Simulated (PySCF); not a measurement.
From one molecule to another.

First species: C7H10OSSi.
SMILES with atom numbers: `[cH:1]1[cH:2][o:3][c:4]([Si@H:5]2[CH2:6][CH2:7][CH2:8][S:9]2)[cH:10]1` (hydrogens: H11 on C1; H12 on C2; H13 on Si5; H14, H15 on C6; H16, H17 on C7; H18, H19 on C8; H20 on C10)

Second species: C4H12NPSi2.
SMILES: `C(C)#C[Si@]([SiH2]C)(N)P`

Levels: PBE0/pcSseg-1 for HOMO energy, LUMO energy and HOMO–LUMO gap. Geometries: GFN2-xTB. Each species is one conformer at its optimised geometry, gas phase, non-relativistic unless stated; the electronic structure was computed with PySCF and density fitting.

The conformers computed, where there is a choice (atom-mapped SMILES and torsion angles):
- `[CH3:1][C:2]#[C:3][Si@:4]([NH2:5])([PH2:6])[SiH2:7][CH3:8]`: C3–Si4–Si7–C8 -84°, H–N5–Si4–C3 63°, H–N5–Si4–C3 -76°, H–P6–Si4–C3 -64°, H–P6–Si4–C3 -157°

The conformers of `c1coc([Si@H]2CCCS2)c1` aren't listed.

Values for the first species:

| Quantity | Value |
| --- | --- |
| HOMO energy | -6.74 eV |
| LUMO energy | -0.36 eV |
| HOMO–LUMO gap | 6.38 eV |

Question: Estimate the same properties for the second species, and the change in each.

Answer: 
```csv
property,first,second,second less first
HOMO energy,-6.74 eV,-6.91 eV,-0.17 eV
LUMO energy,-0.36 eV,-0.39 eV,-0.03 eV
HOMO–LUMO gap,6.38 eV,6.52 eV,+0.14 eV
```

